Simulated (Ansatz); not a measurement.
Species: C₉H₇F₃, SMILES `FC(c1cc(ccc1)C=C)(F)F` (C–C–C–C torsion 180°) (charge 0, multiplicity 1), formula C₉H₇F₃.

### Question
How many basis functions does frozen-core CCSD(T)/cc-pVDZ // PBE0-D3(BJ)/def2-SVP (Ansatz, a program for electronic structure) use, how many core orbitals are frozen, and how many electrons are correlated?

### Answer
203 basis functions and 12 frozen orbitals, which leaves 64 correlated electrons. Core time is of the order of minutes.
